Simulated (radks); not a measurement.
The numbers below are computed, except where a source is named.
Species: I LI. Configuration: [He] 2s1 (the NIST ground configuration). Code: a radial shooting solver on a logarithmic mesh with Libxc functionals. Model: non-relativistic Kohn-Sham, PBE, spin-polarised, spherical densities, point nucleus; open shells are filled with parallel spins first (spin-orbit coupling, left out, can overturn this in heavy ions); relativity is left out, which matters for an element this heavy. Some entries of the table are withheld. Estimate them.

orbital  occ.  eigenvalue (eV)  r(max) (bohr)
1s up       1              (1)            (2)
1s down     1              (3)            (4)
2s up       1        -8910.117         0.1008

Answer. 
(1) 1s up eigenvalue (eV): -36705.92
(2) 1s up r(max) (bohr): 0.01896
(3) 1s down eigenvalue (eV): -36690.84
(4) 1s down r(max) (bohr): 0.01896
